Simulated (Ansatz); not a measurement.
CH6BNO2 (`OBNCO`). The species carries charge 0 and has multiplicity 1. All single points use the PBE0-D4/def2-TZVP geometry. It is one conformer, not always the lowest.

```xyz
11

O    -0.658   -0.435   -1.802
B    -1.250   -0.483   -0.577
N    -0.596   -0.023    0.592
C     0.664    0.665    0.599
O     1.675   -0.053   -0.079
H     0.274   -0.191   -1.745
H    -2.356   -0.936   -0.492
H    -1.049   -0.112    1.484
H     0.952    0.876    1.635
H     0.608    1.618    0.062
H     1.737   -0.925    0.324
```

What is the dipole moment at r2SCAN/def2-TZVPP? (Estimate.)

Computed: 3.18 D, with components (1.04, 0.25, 2.99) D in this frame, pointing from negative to positive charge.

And with PBE, B3LYP, ωB97M-V? (Best estimate.)

The calculation gave: PBE 3.15 D, B3LYP 3.22 D, ωB97M-V 3.21 D.

Give the Mulliken charges with r2SCAN, PBE, B3LYP in def2-TZVPP. (An estimate is asked.)

Ansatz gave: 
```tsv
atom	r2SCAN	PBE	B3LYP
O1	-0.33	-0.27	-0.31
B2	0.19	0.08	0.13
N3	-0.31	-0.22	-0.27
C4	0.20	0.04	0.09
O5	-0.38	-0.32	-0.36
H6	0.20	0.19	0.19
H7	-0.03	-0.03	-0.01
H8	0.17	0.16	0.15
H9	0.04	0.08	0.09
H10	0.06	0.10	0.10
H11	0.21	0.19	0.19
```

B3LYP here is the variant with VWN-RPA as its local correlation; programs differ in this.
